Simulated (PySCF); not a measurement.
C3, neutral, multiplicity 1.

```xyz
3

C      0.0000     0.0000    -1.3013
C      0.0000     0.0000     0.0000
C      0.0000     0.0000     1.3013
```
Charge 0, spin multiplicity 1.

Geometry: PBE-D3(BJ)/def2-TZVP. The isomer is the one that the SMILES or the coordinates give; other isomers of the formula were not compared.

The numbers are results of PySCF with KT2/pcSseg-2, not measurements. Non-relativistic, no solvent.

Computed absolute GIAO shielding of each atom: isotropic value and principal components (ppm):
| atom | σ(iso) | σ11 | σ22 | σ33 | span |
|---|---|---|---|---|---|
| C1 | -135.3 | -337.9 | -337.9 | 269.9 | 607.8 |
| C2 | 40.0 | -82.5 | -82.5 | 285.0 | 367.5 |
| C3 | -135.3 | -337.9 | -337.9 | 269.9 | 607.8 |
